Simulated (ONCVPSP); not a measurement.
**mercury (Hg), ONCV: configuration errors across variants**

| Item | Value |
| --- | --- |
| Element | mercury (Hg) |
| Generator | ONCVPSP 4.0.1 |
| Type | optimised norm-conserving Vanderbilt (ONCV) |
| Functional | PBE |
| Relativity | fully relativistic |
| Frozen core | [Kr] 4d10 |
| Valence charge | 34 |
| Reference configuration | 4f14 5s2 5p6 5d10 6s1.75 6p0.25 |
| Partial waves | 5s+6s: rc 1.25 bohr, ncon 3, nbas 7, qcut 9.8 1/bohr, 2 projectors; 5p+6p: rc 2.05 bohr, ncon 4, nbas 7, qcut 8.6 1/bohr, 2 projectors; 5d: rc 1.55 bohr, ncon 4, nbas 8, qcut 5.4 1/bohr, 1 projector; 4f: rc 0.60 bohr, ncon 4, nbas 9, qcut 31.5 1/bohr, local |
| Local potential | the f channel |
| Core correction | Teter function, fcfact 3.25, rcfact 1.6 |

Open shells are filled in proportion to 2j + 1.

All-electron excitation energies from the reference (eV): (1) 4f14 5s2 5p6 5d10 6s2 6p0 -1.440; (2) 4f14 5s2 5p6 5d10 6s1 6p0 9.261; (3) 4f14 5s2 5p6 5d9 6s2 6p1 8.858.

A true bound ghost makes a file unfit for plane-wave use even where its test errors are small: the radial tests pick states by their node count and pass the ghost by.

The file “base” misses its own reference levels by 2.4 eV. The file “p: rc 1.4” misses its own reference levels by 2.4 eV. The file “p: rc 1.56” misses its own reference levels by 2.4 eV. The file “p: rc 1.8” misses its own reference levels by 2.4 eV. The file “p: rc 1.92” misses its own reference levels by 2.4 eV. The file “p: rc 2.06” misses its own reference levels by 2.4 eV. The file “p: rc 2.26” misses its own reference levels by 2.4 eV. The file “p: rc 2.52” misses its own reference levels by 2.4 eV. The file “p: rc 2.68” misses its own reference levels by 2.4 eV. The file “p: rc 2.78” misses its own reference levels by 2.4 eV.

Errors AE − PS in meV (a dash: test not solved or not reliable):

```csv
change,(1),(2),(3),bound ghosts,GHOST(+) flags above zero
base,-0.1,+0.2,+0.7,"s, p3/2, d5/2, p1/2, d3/2",p3/2
p: rc 1.4,-0.1,+0.2,+0.4,"s, p3/2, d5/2, p1/2, d3/2",none
p: rc 1.56,-0.1,+0.2,+0.4,"s, p3/2, d5/2, p1/2, d3/2",p3/2
p: rc 1.8,-0.1,+0.3,+0.6,"s, p3/2, d5/2, p1/2, d3/2",p3/2
p: rc 1.92,-0.1,+0.3,+0.6,"s, p3/2, d5/2, p1/2, d3/2",p3/2
p: rc 2.06,-0.1,+0.2,+0.7,"s, p3/2, d5/2, p1/2, d3/2",p3/2
p: rc 2.26,-0.1,+0.2,+0.8,"s, p3/2, d5/2, p1/2, d3/2",p3/2
p: rc 2.52,-0.1,+0.1,+1.2,"s, p3/2, d5/2, p1/2, d3/2",none
p: rc 2.68,-0.1,-0.1,+2.3,"s, p3/2, d5/2, p1/2, d3/2","p3/2, p1/2"
p: rc 2.78,-0.1,-0.3,+3.5,"s, p3/2, d5/2, p1/2, d3/2",p1/2
```

Problem. Give the same row for: p: rc 2.94.

Solution. -0.1, -0.5, +5.4; bound ghosts: s, p3/2, d5/2, p1/2, d3/2; GHOST(+) flags above zero: p3/2, p1/2.
